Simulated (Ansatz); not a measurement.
The inner images of a band of GaH5N2O + H2 (11 atoms, charge 0, multiplicity 1) are given out of order.

All numbers below come from RKS revPBE-D4/def2-SVP in Ansatz.

Image 0:

```xyz
11
Properties=species:S:1:pos:R:3
Ga -0.035 -0.244 -0.227
O 0.097 -0.067 1.582
H -0.777 0.022 2.001
N 1.566 -0.115 -1.119
H 1.663 -0.547 -2.041
H 2.412 -0.289 -0.568
N -1.685 -0.214 -1.056
H -2.479 -0.615 -0.547
H -1.728 -0.528 -2.031
H 0.065 3.110 1.996
H 0.141 2.350 1.906
```

Image 6:

```xyz
11
Properties=species:S:1:pos:R:3
Ga 0.192 0.880 -0.309
O -0.118 0.083 1.784
H -0.962 -0.188 1.274
N 1.587 -0.039 -1.119
H 1.558 -1.062 -1.071
H 2.538 0.261 -0.882
N -1.508 -0.028 -0.403
H -1.539 -0.841 -1.032
H -2.313 0.561 -0.648
H 0.209 2.439 -0.083
H -0.407 0.797 2.383
```

Question: Put them in order from the first end to the last, with their energies above the first end.
A.
```xyz
11
Properties=species:S:1:pos:R:3
Ga -0.012 0.334 -0.174
O 0.021 0.086 1.833
H -0.868 -0.069 2.213
N 1.569 0.144 -1.120
H 1.751 -0.807 -1.461
H 2.400 0.456 -0.604
N -1.709 0.065 -0.850
H -2.389 -0.447 -0.283
H -1.782 -0.239 -1.825
H 0.170 2.028 0.706
H 0.087 1.312 1.460
```
B.
```xyz
11
Properties=species:S:1:pos:R:3
Ga 0.104 0.788 -0.301
O -0.129 0.062 1.854
H -1.097 -0.023 1.673
N 1.567 0.010 -1.129
H 1.573 -0.990 -1.349
H 2.506 0.298 -0.836
N -1.642 0.044 -0.499
H -1.642 -0.975 -0.645
H -2.148 0.418 -1.314
H 0.206 2.308 0.126
H -0.059 0.922 2.313
```
C.
```xyz
11
Properties=species:S:1:pos:R:3
Ga -0.050 -0.231 -0.115
O 0.075 -0.271 1.702
H -0.797 -0.177 2.126
N 1.550 0.027 -0.984
H 1.675 -0.374 -1.917
H 2.392 -0.143 -0.427
N -1.702 -0.124 -0.932
H -2.485 -0.621 -0.497
H -1.742 -0.267 -1.946
H 0.148 2.886 1.322
H 0.174 2.157 1.561
```
D.
```xyz
11
Properties=species:S:1:pos:R:3
Ga -0.039 -0.104 -0.046
O 0.040 -0.254 1.780
H -0.846 -0.170 2.179
N 1.528 0.146 -1.003
H 1.745 -0.619 -1.652
H 2.360 0.295 -0.422
N -1.700 -0.031 -0.841
H -2.470 -0.530 -0.389
H -1.759 -0.156 -1.856
H 0.199 2.429 0.812
H 0.181 1.857 1.332
```
E.
```xyz
11
Properties=species:S:1:pos:R:3
Ga 0.023 0.717 -0.305
O -0.072 0.067 1.896
H -1.010 -0.074 2.133
N 1.543 0.062 -1.140
H 1.614 -0.913 -1.441
H 2.450 0.378 -0.785
N -1.730 0.151 -0.752
H -1.999 -0.755 -0.347
H -1.851 0.034 -1.767
H 0.212 2.169 0.341
H 0.059 1.026 2.061
```

Answer: C (+0.3 kcal/mol), D (+3.0 kcal/mol), A (+21.9 kcal/mol), E (+4.3 kcal/mol), B (-2.4 kcal/mol).

Time of the run: 100 s on 4 threads of Arm Neoverse V2, with other jobs on the host, peak memory 0.14 GiB.
